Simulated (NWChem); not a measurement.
System: C$_{2}$H$_{6}$BeO; SMILES [CH3][Be][O]C

Program: NWChem. The geometry was optimised at PBE0/def2-SVP. Gas phase, vertical. One conformer.

B3LYP/def2-SVPD, TDA puts singlet state 3 at 7.19 eV with oscillator strength 0.099.

**Question.** Give the wavelength, the transition dipole and the radiative lifetime of that state in vacuum.

**Answer.** 
1. λ = 1239.84/7.19 = 172 nm, or 57990 cm⁻¹.
2. f = (2/3) ΔE μ² in atomic units, so μ = √(1.5 f/ΔE) = 0.75 a.u. = 1.91 D.
3. τ = 1.499 s cm⁻² / (f ν²) = 4.5 ns, for a non-degenerate state that emits at the vertical energy; a higher state like this one mostly decays faster by other paths.
